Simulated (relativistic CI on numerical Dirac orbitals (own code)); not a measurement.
## Dy³⁺: 4f valence photoemission

Computed with this model: Dirac-Coulomb-Breit CI, KLI orbitals optimised for each configuration, model QED (radiative potential, 1s self-energy scaled to tabulated hydrogen-like ionisation energies), valence Slater integrals scaled by 0.7, multiplet model of photoemission in the sudden approximation; configurations [Xe] 4f9 → [Xe] 4f8; 300 K; Lorentzian 0.1 eV and Gaussian 0.3 eV FWHM. Energies are those of the free ion, without screening or charge transfer. The energies are binding energies and can lie tens of eV above those of solids. S is read from ⟨S²⟩ = S(S + 1).

Computed curve for free ion, scaled to 100 at the maximum (points under 2 are left out and the grid is thinned):

(Energy (eV), Intensity): (38.0, 2.6), (38.1, 4.0), (38.2, 7.6), (38.4, 43.6), (38.5, 79.3), (38.6, 97.3), (38.7, 83.2), (38.8, 61.5), (38.9, 50.1), (39.1, 27.7), (39.2, 15.3), (39.3, 7.5), (39.4, 3.9), (39.5, 2.5), (40.4, 5.2), (40.5, 10.7), (40.6, 18.3), (40.7, 22.2), (40.8, 18.8), (41.0, 18.4), (41.1, 38.5), (41.2, 73.6), (41.3, 100.0), (41.4, 95.3), (41.5, 74.0), (41.7, 41.5), (41.8, 30.4), (41.9, 26.3), (42.0, 24.5), (42.1, 20.7), (42.3, 28.8), (42.4, 40.8), (42.5, 42.8), (42.6, 34.0), (42.7, 29.3), (42.9, 52.0), (43.0, 56.1), (43.1, 50.6), (43.2, 42.3), (43.3, 30.9), (43.4, 18.4), (43.6, 6.2), (43.7, 5.9), (43.8, 9.1), (43.9, 15.3), (44.0, 20.1), (44.2, 13.6), (44.3, 8.0), (44.4, 4.2), (44.5, 2.4), (45.0, 2.4), (45.2, 3.8), (45.3, 4.0), (45.4, 5.3), (45.5, 9.3), (45.6, 14.7), (45.7, 17.2), (45.9, 9.9), (46.0, 5.8), (46.1, 3.2)

The ground state has S = 2.42, and the centroid lies at 41.37 eV.
